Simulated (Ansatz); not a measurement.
C₂H₁₁InOSi, SMILES `[CH3][InH-]([CH3])[OH+][SiH3]` at its PBE0-D4/def2-TZVP geometry, where that method's forces vanish. Charge 0, multiplicity 1. In takes the def2 core potential.

```
atom   x (Å)   y (Å)   z (Å)
  C1   1.059   2.294   0.033
 In2   1.359   0.159   0.188
  C3   0.956  -1.117  -1.519
  O4  -0.770  -0.387   1.331
 Si5  -2.203  -0.827   0.592
  H6   0.232   2.522  -0.642
  H7   1.957   2.778  -0.360
  H8   0.846   2.727   1.012
  H9   2.227  -0.505   1.550
 H10   1.849  -1.198  -2.144
 H11   0.154  -0.711  -2.140
 H12   0.683  -2.126  -1.203
 H13  -0.543  -0.801   2.167
 H14  -2.172  -2.259   0.204
 H15  -2.302   0.045  -0.596
 H16  -3.331  -0.594   1.528
```

Question: For each bond, give half the difference of the two atoms' forces along it (eV/Å; positive pushes the atoms apart) under PBE-D4, r2SCAN-D4, B3LYP-D4, ωB97M-V in def2-TZVPP. (Estimate.)

Answer: Computed: 
| bond | length (Å) | PBE-D4 | r2SCAN-D4 | B3LYP-D4 | ωB97M-V |
| --- | --- | --- | --- | --- | --- |
| C1–In2 | 2.161 | 0.03 | 0.05 | 0.18 | 0.01 |
| C1–H6 | 1.092 | 0.09 | -0.02 | -0.08 | -0.04 |
| C1–H7 | 1.093 | 0.11 | -0.02 | -0.08 | -0.04 |
| C1–H8 | 1.091 | 0.09 | -0.02 | -0.08 | -0.04 |
| In2–C3 | 2.168 | 0.02 | 0.05 | 0.18 | 0.01 |
| In2–O4 | 2.478 | -0.10 | -0.04 | 0.03 | -0.04 |
| In2–H9 | 1.746 | 0.03 | -0.05 | -0.05 | -0.07 |
| C3–H10 | 1.093 | 0.11 | -0.01 | -0.08 | -0.04 |
| C3–H11 | 1.092 | 0.09 | -0.02 | -0.08 | -0.04 |
| C3–H12 | 1.092 | 0.09 | -0.02 | -0.08 | -0.04 |
| O4–Si5 | 1.671 | 0.25 | 0.05 | 0.15 | 0.21 |
| O4–H13 | 0.960 | 0.31 | 0.02 | -0.03 | -0.05 |
| Si5–H14 | 1.483 | 0.02 | -0.03 | -0.08 | -0.14 |
| Si5–H16 | 1.484 | 0.03 | -0.02 | -0.09 | -0.14 |

B3LYP here is the variant with VWN-RPA as its local correlation; programs differ in this.
